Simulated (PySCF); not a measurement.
## Multinuclear NMR of C₄H₁₂Cl₂Si₂

Geometry (Å), atoms numbered from 1 in this order:
```xyz
20

C    -2.323   -1.128   -0.262
Si   -0.992   -0.077    0.616
C    -1.739    1.631    1.032
Cl   -0.598   -1.000    2.408
Si    0.992    0.078   -0.615
C     1.737   -1.629   -1.033
C     2.324    1.129    0.261
Cl    0.599    1.002   -2.405
H    -3.234   -1.195    0.328
H    -1.974   -2.142   -0.437
H    -2.584   -0.700   -1.225
H    -1.047    2.233    1.615
H    -2.655    1.538    1.609
H    -1.973    2.183    0.127
H     1.971   -2.181   -0.128
H     1.044   -2.231   -1.615
H     2.653   -1.538   -1.612
H     3.235    1.195   -0.327
H     2.582    0.701    1.225
H     1.976    2.143    0.435
```

All values are calculated (PySCF): structure optimised with GFN2-xTB, PBE0/pcSseg-1 with gauge-including orbitals. Fast rotation and ring inversion assumed for equivalent nuclei, non-relativistic, a single conformation, gas phase.

Q: What are the 29Si shifts?

A: 
```json
{"atoms": "Si2/Si5", "environment": "silicon bonded to 2 C, Cl, Si", "σ (ppm)": "331.7", "δ (ppm)": "7.3"}
```

Shieldings were converted by a linear fit to measured shifts: 29Si: δ = 279.94 − 0.822σ (rms 8.9 ppm, 72 shifts, 25.8 ppm with the 6 outliers that the fit left out vs TMS, solution or neat liquid). A few per cent of atoms miss by over 2 rms, more outside the fitted compound classes.

On a 300 MHz spectrometer 29Si resonates near 59.6 MHz, so 1 ppm is 59.6 Hz.
